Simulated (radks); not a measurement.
Question: Species: Cu+. Configuration: [Ar] 3d10 (the NIST ground configuration). Calculated with a radial shooting solver on a logarithmic mesh with Libxc functionals: scalar-relativistic Kohn-Sham, SCAN, spin-polarised, spherical densities, finite nucleus; meta-GGA in the generalised Kohn-Sham scheme; Fermi nuclear charge, rms radius 3.8823 fm. Some entries of the table are withheld. Estimate them.

orbital  occ.  eigenvalue (hartree)  <1/r> (bohr^-1)  <r> (bohr)
1s          2             -326.6043            29.15     0.05214
2s          2             -39.75454            6.346      0.2348
2p          6             -34.28193            6.212      0.2063
3s          2              -4.68112            1.993         (1)
3p          6              -3.05603            1.837      0.7501
3d         10              -0.50241            1.385         (2)

Answer: 
(1) 3s <r> (bohr): 0.7120
(2) 3d <r> (bohr): 1.008
